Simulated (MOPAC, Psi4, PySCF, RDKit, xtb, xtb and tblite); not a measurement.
Two geometries of SMILES C(CC[SeH])(OC)=O, relaxed at GFN2-xTB with one dihedral held; other torsions can differ between them too.

Structure A

```
15

C     -2.2189     0.6129     0.4079
O     -0.8280     0.3328     0.5198
C     -0.4751    -0.9502     0.4633
O     -1.2647    -1.8539     0.3544
C      1.0247    -1.1103     0.5567
C      1.4213    -2.4249     1.2082
Se     1.0540    -4.0015     0.0784
H     -2.3151     1.6940     0.4574
H     -2.6058     0.2348    -0.5402
H     -2.7662     0.1399     1.2254
H      1.4270    -0.2645     1.1180
H      1.4249    -1.0596    -0.4601
H      2.4981    -2.4532     1.3851
H      0.8989    -2.5720     2.1538
H     -0.3622    -3.7925     0.0207
```

Structure B

```
15

C     -2.2182     0.6079     0.4085
O     -0.8280     0.3324     0.5368
C     -0.4695    -0.9486     0.4647
O     -1.2516    -1.8540     0.3230
C      1.0295    -1.1041     0.5792
C      1.4375    -2.5382     0.8653
Se     1.0786    -3.7660    -0.6371
H     -2.3194     1.6882     0.4672
H     -2.5905     0.2378    -0.5486
H     -2.7752     0.1251     1.2138
H      1.3847    -0.4377     1.3685
H      1.4683    -0.7622    -0.3625
H      2.5138    -2.6045     1.0334
H      0.9114    -2.9327     1.7348
H     -0.3478    -3.6464    -0.5664
```

Q: Which is lower in energy at the level B3LYP-D3(BJ)/def2-SVP // GFN2-xTB (Psi4), and by how much?

A: B is lower, by 2.04 kJ/mol (dihedral O2–C3–C5–C6: 150° in A, 165° in B).

E(B) − E(A) in kJ/mol at the other levels, on the same two geometries: GFN2-xTB (xtb and tblite) -0.63; B3LYP/def2-SVP // GFN2-xTB (Psi4) -1.93; PBE/def2-SVP // GFN2-xTB (Psi4) -1.64; PBE-D3(BJ)/def2-SVP // GFN2-xTB (Psi4) -1.70; UFF // GFN2-xTB (RDKit) -2.87; AM1, restricted, heats of formation // GFN2-xTB (MOPAC) -0.29; PM6, restricted, heats of formation // GFN2-xTB (MOPAC) -0.01; GFN1-xTB // GFN2-xTB (xtb) -1.23; restricted B3LYP/6-31G*, spherical d, density fitting // GFN2-xTB (PySCF) -1.96; restricted LDA (SVWN5)/6-31G*, spherical d, density fitting // GFN2-xTB (PySCF) -1.68; restricted MP2 (frozen core)/3-21G // GFN2-xTB (PySCF) -2.99; restricted B3LYP/3-21G, density fitting // GFN2-xTB (PySCF) -2.31.
